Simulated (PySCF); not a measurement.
`C[C@H](N)[C@@H]1C[C@@H]1S`, C₅H₁₁NS

Cartesian coordinates in Å; atom numbers follow the order of the lines, from 1:
```xyz
18

C    -1.866   -0.366    0.753
C    -0.640    0.340    0.165
N    -0.931    1.116   -1.039
C     0.442   -0.671   -0.164
C     1.573   -0.907    0.791
C     1.827   -0.213   -0.511
S     2.218    1.546   -0.530
H    -1.583   -0.940    1.631
H    -2.301   -1.044    0.020
H    -2.622    0.362    1.042
H    -0.251    1.049    0.906
H    -1.644    1.812   -0.846
H    -1.284    0.507   -1.771
H     0.076   -1.526   -0.723
H     1.603   -0.306    1.687
H     1.954   -1.909    0.923
H     2.370   -0.747   -1.280
H     1.050    1.905   -1.066
```

Computed with TDDFT wB97X-D/aug-cc-pVDZ circular dichroism and optical rotation, one conformer, gas phase in PySCF 2.14.0. Geometry: GFN2-xTB.

The molecule is flexible and this is one conformer; a measurement averages over conformers.

Task: Assign R or S to each stereocentre.

Result: C2 S, C4 S, C6 S.

Task: Which excitations and rotatory strengths does the calculation give?

Result: Rotatory strengths R in 10⁻⁴⁰ esu² cm², velocity form and length form (origin at the centre of mass); f in length form.
```
state  E (eV)  λ (nm)       f  R (velocity)  R (length)                                    main
    1    5.81     214  0.0004          -2.3        -2.0     HOMO→LUMO+11 0.32, HOMO→LUMO+6 0.18
    2    5.95     208   0.030          -2.5        -3.0        HOMO→LUMO 0.36, HOMO→LUMO+3 0.28
    3    6.08     204   0.055         +18.3       +18.3                        HOMO−1→LUMO 0.57
    4    6.34     196   0.009          -4.3        -4.3      HOMO→LUMO+1 0.56, HOMO→LUMO+2 0.11
    5    6.61     187   0.003          -4.4        -4.4      HOMO→LUMO+2 0.42, HOMO→LUMO+1 0.14
    6    6.78     183   0.003          -4.6        -4.8        HOMO→LUMO 0.34, HOMO→LUMO+2 0.19
    7    6.80     182   0.007          +4.7        +4.7  HOMO−1→LUMO+1 0.46, HOMO−1→LUMO+2 0.15
    8    7.07     175   0.007          -6.5        -6.4                        HOMO→LUMO+4 0.46
    9    7.19     172   0.003          -4.0        -3.9    HOMO−1→LUMO+2 0.37, HOMO−1→LUMO 0.17
   10    7.26     171   0.018           0.0        -0.2      HOMO→LUMO+5 0.41, HOMO→LUMO+6 0.16
   11    7.30     170   0.002          -6.0        -6.2                      HOMO−1→LUMO+3 0.41
   12    7.45     166   0.002          +6.0        +5.9   HOMO→LUMO+12 0.17, HOMO−1→LUMO+3 0.11
```

For state 10 the two forms differ in sign, so the sign of R isn't settled.

Among the states computed, the strongest CD band (largest |R|) is state 3. The largest dissymmetry factor in size, g = 4R/(D+G), with D and G the electric and magnetic dipole strengths, is -0.042 for state 1 (velocity form, f = 0.0005), among bands with |R| over 0.5. The mirror image has the same energies and oscillator strengths and all R with the opposite sign.
